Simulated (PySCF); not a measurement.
C₆ coefficients of unlike pairs at UHF

Calculated with PySCF 2.14 from the dipole response of each species, C₆(A,B) = (3/π) ∫ α_A(iu) α_B(iu) du, in atomic units, from isotropic polarisabilities. For ions this is the dispersion term alone; charge-induced terms of lower order in 1/R come first.

```json
{"species": "As", "configuration": "[Ar] 3d10 4s2 4p3 (4S)", "basis": "dyall-av3z (24s17p11d2f)", "relativity": "spin-free X2C", "α (bohr³)": "30.32", "C₆ (like pair)": "256.2"}
{"species": "Te³⁺", "configuration": "[Kr] 4d10 5s2 5p1 (2P)", "basis": "x2c-TZVPPall with one added diffuse shell each of s, p, d, f type (9s7p5d3f)", "relativity": "spin-free X2C", "α (bohr³)": "11.35", "C₆ (like pair)": "60.63"}
{"species": "Si", "configuration": "[Ne] 3s2 3p2 (3P)", "basis": "dyall-acv3z (19s12p6d4f)", "relativity": "spin-free X2C", "α (bohr³)": "38.47", "C₆ (like pair)": "316.3"}
{"species": "Sc³⁺", "configuration": "[Ar] (1S)", "basis": "aug-cc-pVDZ-DK (7s6p4d2f)", "relativity": "spin-free X2C", "α (bohr³)": "2.088", "C₆ (like pair)": "5.278"}
```

Task: Estimate C₆ for Sc³⁺ with Te³⁺.

Result: The integral gives 16.71. The combination rule 2 C_A C_B / (C_A α_B/α_A + C_B α_A/α_B) gives 16.06 and the geometric mean 17.89.

No spin-orbit coupling is included.

The other pairs:

```csv
pair,C₆
"Si, As",282.2
"Si, Te³⁺",127.9
"Te³⁺, As",119.8
"Sc³⁺, As",29.65
"Sc³⁺, Si",30.19
```
